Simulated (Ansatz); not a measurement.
Mean bond length (Å) of eight silicon and germanium compounds: PBE-D3(BJ) beside B3LYP-D3(BJ), computed with Ansatz (a first-principles code) for isolated molecules in the bases named; differences from unrounded values. The eight are the first of their class met in an unordered collection, after screening for sound electronic states; none was chosen by its value. Each level has its own optimised geometry.

```tsv
molecule	basis	B3LYP-D3(BJ)
Si(OH)3(SH) (H₄O₃SSi), SMILES O[Si](O)(O)S	def2-SVP	1.419
CH6OSi2, SMILES O=C[SiH2][SiH3]	def2-SVP	1.566
Ge(H)(OH)(NH2)2 (GeH6N2O), SMILES [NH2][GeH]([OH])[NH2]	def2-SVP	1.336
CH8O2Si3, SMILES O[Si@@H]1[Si@H](O[SiH2]1)C	def2-SVP	1.569
Cl2H2SeSi, SMILES [SiH](Cl)(Cl)[SeH]	def2-SVP	1.873
CH5ClFNSi, SMILES N[Si@@H](Cl)CF	def2-SVP	1.424
CH8O2Si2, SMILES OC[SiH2]O[SiH3]	def2-SVP	1.440
C4H8Si, SMILES C=C=C(C)[SiH3]	def2-SVP	1.333
```

Estimate the PBE-D3(BJ) values and say how PBE-D3(BJ) differs from B3LYP-D3(BJ) over the set. (The exact figures need the calculation; the answer reports its results.)


```
molecule                                                 PBE-D3(BJ)  difference
-------------------------------------------------------  ----------  ----------
Si(OH)3(SH) (H₄O₃SSi), SMILES O[Si](O)(O)S                    1.429       0.011
CH6OSi2, SMILES O=C[SiH2][SiH3]                               1.576       0.011
Ge(H)(OH)(NH2)2 (GeH6N2O), SMILES [NH2][GeH]([OH])[NH2]       1.347       0.010
CH8O2Si3, SMILES O[Si@@H]1[Si@H](O[SiH2]1)C                   1.579       0.010
Cl2H2SeSi, SMILES [SiH](Cl)(Cl)[SeH]                          1.881       0.008
CH5ClFNSi, SMILES N[Si@@H](Cl)CF                              1.433       0.009
CH8O2Si2, SMILES OC[SiH2]O[SiH3]                              1.451       0.011
C4H8Si, SMILES C=C=C(C)[SiH3]                                 1.342       0.008
```
PBE-D3(BJ) lies below B3LYP-D3(BJ) in 0 and above it in 8 of the eight; the mean signed difference is 0.010 and the largest 0.011 Å.
